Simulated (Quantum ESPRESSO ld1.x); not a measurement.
All-electron atom: P VII in [He] 2s2 2p5. All-electron calculation, scalar-relativistic Kohn-Sham, LDA (Slater exchange, VWN5 correlation), spin-polarised, spherical densities, point nucleus; open shells are filled with parallel spins first. Program: ld1.x of Quantum ESPRESSO 7.5.

Unscreened Slater integrals over Kohn-Sham orbitals (eV). They are taken over the spin-up orbitals. Empty in this configuration: 3p, 3s.

F0(3p,3p): 16.986
F2(3p,3p): 8.6249
F0(3p,3s): 17.239
G1(3p,3s): 11.485
F0(3p,2p): 22.788
F2(3p,2p): 5.0785
G0(3p,2p): 2.1551
G2(3p,2p): 2.2344
F0(3p,2s): 22.360
G1(3p,2s): 1.6745
F0(3s,3s): 17.523
F0(3s,2p): 23.056
G1(3s,2p): 2.2077
F0(3s,2s): 22.750
G0(3s,2s): 1.7478
F0(2p,2p): 54.424
F2(2p,2p): 25.342
F0(2p,2s): 51.187
G1(2p,2s): 30.230
F0(2s,2s): 49.048

Derived for the open shells (J is the average intra-shell exchange parameter used in DFT+U). 2p: J = F2/5 = 5.068 eV.
